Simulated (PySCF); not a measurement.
C2H7FSn.
SMILES: `C[C@@H](F)[SnH3]`

Theory: PySCF, PBE0-D3(BJ)/def2-SVP geometry optimisation, gas phase, def2 core potentials past Kr.

Take the most abundant isotopes and a rigid rotor. 

**Question.** Give the principal moments of inertia and the rotational constants in MHz.

**Answer.** Ia = 64.49, Ib = 250.99, Ic = 294.70 u·Å²; 505379 MHz·u·Å²/I gives A = 7836, B = 2014, C = 1715 MHz.

**Question.** What kind of rotor is it?

**Answer.** A near-prolate asymmetric top: κ = (2 × 2014 − 7836 − 1715)/(7836 − 1715) = -0.90.

**Question.** Is it planar, by Δ = Ic − Ia − Ib?

**Answer.** Not planar: Δ = Ic − Ia − Ib = -20.78 u·Å². For a rigid frame Δ = −2 Σ m c², so Σ m c² = 10.39 u·Å² lies off the ab plane: 7.75 from hydrogen and 2.64 from heavier atoms. The atom farthest from that plane is 1.69 Å away.

**Question.** Give the other two planar moments, Paa and Pbb, and the rms extents of the mass along the axes.

**Answer.** Paa = Σ m a² = (Ib + Ic − Ia)/2 = 240.60 and Pbb = Σ m b² = (Ia + Ic − Ib)/2 = 54.10 u·Å². With the mass M = 169.96 u, the rms extents √(P/M) along a, b and c are 1.19, 0.56, 0.25 Å.

**Question.** List the rotational levels J(Ka,Kc) to J = 2 (MHz).

**Answer.** Above 0(0,0):
J = 1: 1(0,1) 3728, 1(1,1) 9551, 1(1,0) 9850
J = 2: 2(0,2) 11174, 2(1,2) 16710, 2(1,1) 17606, 2(2,1) 35074, 2(2,0) 35085
The levels of one J sum to (2J + 1)J(J + 1)(A + B + C)/3.

**Question.** Which lines would a microwave search look for?

**Answer.** The dipole components are |μa| = 0.01 D, |μb| = 1.43 D, |μc| = 0.70 D. The squared components, which scale the intensities, stand as 0.00 : 1.00 : 0.24 (a : b : c). Some lines, for components of 0.1 D or more:

| type | branch | J(Ka,Kc) | MHz | lower level (cm⁻¹) |
| --- | --- | --- | --- | --- |
| b | R | 2(0,2) ← 1(1,1) | 1623 | 0.319 |
| c | Q | 2(1,2) ← 2(0,2) | 5535 | 0.373 |
| c | Q | 1(1,1) ← 1(0,1) | 5823 | 0.124 |
| b | Q | 1(1,0) ← 1(0,1) | 6121 | 0.124 |
| b | Q | 2(1,1) ← 2(0,2) | 6431 | 0.373 |
| b | R | 1(1,1) ← 0(0,0) | 9551 | 0.000 |
| c | R | 1(1,0) ← 0(0,0) | 9850 | 0.000 |
| b | R | 2(1,2) ← 1(0,1) | 12981 | 0.124 |
| c | R | 2(1,1) ← 1(0,1) | 13877 | 0.124 |
| c | Q | 2(2,1) ← 2(1,1) | 17468 | 0.587 |
| b | Q | 2(2,0) ← 2(1,1) | 17480 | 0.587 |
| b | Q | 2(2,1) ← 2(1,2) | 18364 | 0.557 |
| b | R | 2(2,1) ← 1(1,0) | 25224 | 0.329 |
| c | R | 2(2,0) ← 1(1,0) | 25235 | 0.329 |
| c | R | 2(2,1) ← 1(1,1) | 25523 | 0.319 |
| b | R | 2(2,0) ← 1(1,1) | 25534 | 0.319 |

**Question.** Estimate the classical rotational partition function at 10 K, 200 K and 500 K.

**Answer.** Point group C1, symmetry number σ = 1; q = (√π/σ)·√((kT/h)³/(ABC)), k/h = 20836.6 MHz/K: 1020 at 10 K, 91700 at 200 K, 362000 at 500 K.

PBE0-D3(BJ)/def2-SVP frequencies: not computed here. Constants of a rigid frame at the computed geometry: no zero-point averaging, no centrifugal distortion. A rigid rotor knows nothing of internal rotation, which can split or shift real lines.

The run took 26 s wall on one thread, Arm Neoverse V1 (aarch64) (shared host), and the process peaked at 0.43 GiB of memory. That covers the optimisation of the geometry.
